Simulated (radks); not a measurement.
Spin polarisation of the 3d5 shell in Mn. Start: [Ar] 3d(up 2.5, down 2.5) 4s2; electrons of 3d are moved from spin down to spin up, other shells keep equal spins. Calculated with a radial shooting solver on a logarithmic mesh with Libxc functionals: scalar-relativistic Kohn-Sham, PBEsol, spin-polarised, spherical densities, finite nucleus; Fermi nuclear charge, rms radius of each element as measured or else 0.836 A^(1/3) + 0.57 fm.

moment (Bohr magnetons) = 0: E - E(0) (eV) 0.000; e(3d up) (eV) -6.794; e(3d down) (eV) -6.794; 4s down minus up (eV) 0.000; 3p down minus up (eV) 0.000
moment (Bohr magnetons) = 1: E - E(0) (eV) -0.223; e(3d up) (eV) -7.210; e(3d down) (eV) -6.319; 4s down minus up (eV) 0.202; 3p down minus up (eV) 1.006
moment (Bohr magnetons) = 2: E - E(0) (eV) -0.890; e(3d up) (eV) -7.564; e(3d down) (eV) -5.784; 4s down minus up (eV) 0.408; 3p down minus up (eV) 2.010
moment (Bohr magnetons) = 3: E - E(0) (eV) -2.002; e(3d up) (eV) -7.852; e(3d down) (eV) -5.187; 4s down minus up (eV) 0.620; 3p down minus up (eV) 3.013
moment (Bohr magnetons) = 4: E - E(0) (eV) -3.554; e(3d up) (eV) -8.065; e(3d down) (eV) -4.522; 4s down minus up (eV) 0.842; 3p down minus up (eV) 4.011
moment (Bohr magnetons) = 5: E - E(0) (eV) -5.542; e(3d up) (eV) -8.186; e(3d down) (eV) -3.780; 4s down minus up (eV) 1.077; 3p down minus up (eV) 4.997

At moment 5 the spin-polarisation energy is -5.542 eV and the 3d exchange splitting 4.405 eV, that is 0.881 eV per Bohr magneton; E = -I m^2/4 would give I = 0.887 eV.
